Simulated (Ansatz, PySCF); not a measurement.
System: CaS, charge 0, multiplicity 1. 
Coordinates optimised at B3LYP-D3(BJ)/def2-TZVP (Ansatz, a first-principles code):
```
Ca
S 1 2.3180
```

Property: atomisation energy (electronic, to ground-state atoms), in kcal/mol. Cores are frozen in the correlated levels unless marked. Open shells are spin-unrestricted. No spin-orbit coupling. The frozen core is the preceding noble-gas configuration, with the filled d and f shells of earlier blocks. The outer core of K, Ca and their heavier congeners is not correlated, a term that matters for these elements. No relativistic terms. 

```tsv
level	program	atomisation energy (kcal/mol)
PBE-D4/def2-TZVPD	Ansatz + dftd4	93.6
revPBE/def2-TZVPD	Ansatz	88.4
BP86-D4/def2-TZVPD	PySCF + dftd4	93.7
r2SCAN-D3(BJ)/def2-TZVPD	Ansatz + dftd3	93.8
B3LYP-D4/def2-TZVPD	Ansatz + dftd4	82.2
MN15-D3(BJ)/def2-TZVPD	PySCF + dftd3	76.2
wB97X-V/def2-TZVPD	Ansatz	81.2
B2GP-PLYP-D3(BJ)/def2-TZVPD	Ansatz + dftd3	77.7
B2GP-PLYP/def2-TZVPD	Ansatz	74.1
RPA@PBE/def2-TZVPP	Ansatz	51.3
MP2/def2-SVP	Ansatz	57.8
CCSD/def2-SVP	Ansatz	46.6
CCSD/def2-TZVPP	Ansatz	58.1
CCSD(T)/def2-TZVPP	Ansatz	63.5
```
